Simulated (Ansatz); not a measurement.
# Energy profile

The step: Si₂H₄ ([SiH][SiH3]) + SiH₄O ([OH][SiH3]) → Si₃H₈O ([SiH3][O][SiH2][SiH3]); bonds formed: Si1–H3; dative contacts that become bonds: Si1–O4; bonds broken: H3–O4 (atoms numbered as in the saddle structure below).

```
atom    x (Å)    y (Å)    z (Å)
 Si1  -1.4313  -0.8179  -0.0042
 Si2   0.6561  -1.8456   0.3571
  H3  -1.7106   0.4541  -1.0167
  O4  -1.1129   1.0555  -0.1353
 Si5   0.2979   1.9160  -0.3878
  H6  -2.1168  -0.8996   1.3264
  H7   1.6111  -1.4737  -0.7243
  H8   1.2937  -1.5361   1.6677
  H9   0.4254  -3.3162   0.2870
 H10   1.2395   1.5604   0.7020
 H11   0.8760   1.5420  -1.7028
 H12  -0.0282   3.3610  -0.3690
```

Electronic energies by CCSD(T) at an estimated basis limit (MP2 extrapolated from triple and quadruple zeta, plus CCSD(T) − MP2 in triple zeta), on PBE0-D4/def2-TZVP structures; Si3H8O, closed shell; no counterpoise correction. Computed with Ansatz 0.2.0 (basis: def2-TZVPP and def2-QZVPP); correlated methods freeze the cores. Extrapolation: Hartree–Fock as exp(−7.88 √X), correlation as X^−2.97.

Task: Give the profile in kJ/mol, counted from the separated reactants. (To be estimated.)

Result: Computed:
| point | kJ/mol |
| --- | --- |
| separated: Si2H4 (linked as [SiH][SiH3]; Si1, Si2, H6, H7, H8, H9; singlet) + SiH4O (linked as [OH][SiH3]; H3, O4, Si5, H10, H11, H12; singlet) | 0.0 |
| start structure | -70.1 |
| saddle | 17.5 |
| end structure | -327.6 |

The T1 diagnostic stays at or below 0.016. The restricted Hartree–Fock reference is unstable towards an unrestricted one at one or more of these structures.

Losses and insertions of silylenes and their heavier kin drive the gas-phase chemistry of silicon and germanium vapour deposition.

For scale, one of the runs: CCSD(T)/def2-TZVPP, 269 basis functions, launched by `ansatz run in.yaml --threads 4 --pin off --events-out ev --progress --plain --max-ram 9574MiB`. Hardware: 4 CPU threads of an Arm Neoverse V2, shared host. Wall time 2.2 min; peak host memory 6.2 GiB.
